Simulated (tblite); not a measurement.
Compound: C₄H₁₀OSi.
SMILES with atom numbers: `[CH2:1]=[CH:2][CH2:3][CH2:4][SiH2:5][OH:6]` (hydrogens: H7, H8 on C1; H9 on C2; H10, H11 on C3; H12, H13 on C4; H14, H15 on Si5; H16 on O6)

Structure used (GFN2-xTB), in Å, numbered top down from 1:
```xyz
16
C4H10OSi angstrom
C      2.944   -0.056    0.231
C      1.849   -0.711   -0.106
C      0.607   -0.069   -0.636
C     -0.571   -0.270    0.321
Si    -2.177    0.532   -0.310
O     -3.418    0.272    0.711
H      3.815   -0.554    0.624
H      3.018    1.014    0.123
H      1.797   -1.786    0.015
H      0.779    0.998   -0.787
H      0.358   -0.510   -1.604
H     -0.293    0.138    1.297
H     -0.724   -1.342    0.472
H     -2.670   -0.106   -1.523
H     -1.952    1.972   -0.478
H     -3.369    0.487    1.638
```

Computed values, GFN2-xTB/tblite, gas phase, harmonic and unscaled. Against measured fundamentals such values can be off by several per cent, at times by over 20. Modes of hydrogen on silicon can be 10 to 20 % off. One conformer, not necessarily the lowest.

Harmonic wavenumbers (cm⁻¹): 49.5, 72.3, 87.4, 134.1, 226.7, 263.6, 297.7, 428.5, 486.3, 605.7, 622.1, 733.1, 744.8, 765.7, 778.8, 804.0, 891.0, 896.6, 909.6, 951.8, 1024.1, 1060.0, 1075.3, 1181.6, 1226.0, 1267.5, 1289.9, 1335.7, 1418.6, 1483.9, 1487.2, 1719.3, 2218.5, 2316.6, 2944.1, 2956.6, 2967.7, 2986.1, 3045.8, 3094.9, 3120.1, 3673.8.

A = 10999, B = 974.5, C = 950.1 MHz; mass 102.050 u (most abundant isotopes); point group C1, symmetry number 1.

Question: What is the zero-point energy?

Answer: Half the sum of the wavenumbers: 27821 cm⁻¹ = 332.82 kJ/mol.

Question: Give the ideal-gas entropy at 298.15 K and 1 bar in the rigid-rotor, harmonic-oscillator model (classical rotation).

Answer: Translation 166.54, rotation 116.51, vibration 104.93: S = 388.0 J/(mol K).

Question: And Cp and H(298.15 K) − H(0)?

Answer: Cp = 139.32 J/(mol K), of which vibrations give 106.06 (their classical limit is 42 R = 349.2); H(298.15 K) − H(0) = 25.98 kJ/mol without the zero-point energy, 16.07 from vibrations.

Question: How do the functions run with temperature in this model?

Answer: 
| T (K) | S (J/(mol K)) | Cp (J/(mol K)) | H − H(0) (kJ/mol) | G − H(0) (kJ/mol) | ln q(vib) |
| --- | --- | --- | --- | --- | --- |
| 100 | 280.5 | 72.3 | 5.31 | -22.74 | 1.68 |
| 200 | 340.0 | 103.8 | 14.07 | -53.93 | 3.99 |
| 300 | 388.9 | 140.0 | 26.24 | -90.42 | 6.18 |
| 500 | 475.9 | 202.6 | 60.86 | -177.10 | 10.49 |
| 800 | 585.1 | 261.5 | 131.26 | -336.84 | 16.65 |
| 1000 | 646.4 | 287.5 | 186.30 | -460.13 | 20.46 |

q(vib) and H(0) count from the zero-point level.

Question: Blend soft modes into free rotors: weight 1/[1 + (100 cm⁻¹/ν̃)⁴] for the oscillator and the rest for a rotor with moment μB/(μ + B), μ = h/(8π²ν), B = 10⁻⁴⁴ kg m². What vibrational entropy results?

Answer: 94.70 J/(mol K) in place of 104.93, which changes −T·S at 298.15 K by +3.05 kJ/mol.

Hindered rotation and anharmonicity are outside this model. Other conformers, if any are populated, would add a mixing term that is left out. The structure is chiral; the term R ln 2 for an equal mix with its mirror image is left out.
